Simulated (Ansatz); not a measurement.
Basis-set extrapolation for C₂H₉NSi₂ (`NC1C[SiH2][SiH2]1`) (PBE0-D4/def2-TZVP geometry, frozen core, Ansatz 0.2.0). Multiplicity 1, RHF reference.

|  | def2-TZVPP | def2-QZVPP |
| --- | --- | --- |
| HF | -713.325118 | -713.349113 |
| MP2 correlation | -0.806282 | -0.861068 |
| CCSD(T) correlation | -0.901760 | not run |

Energies in hartree. Use E(X) = E(∞) + A·exp(−7.88·√X) for Hartree–Fock and E(X) = E(∞) + B·X^(−2.97) for correlation, with X = 3 and 4, and add CCSD(T) minus MP2 of the smaller set to the MP2 limit.

What is the CCSD(T) energy at the basis-set limit?

HF limit: -713.349113 + (-0.023995) × 0.13774 = -713.35242. MP2 limit: -0.861068 + (-0.054786) × 0.74074 = -0.90165. Higher-order term: -0.901760 − (-0.806282) = -0.09548. Total: -714.34955 hartree, 77.0 kcal/mol below CCSD(T)/def2-TZVPP.
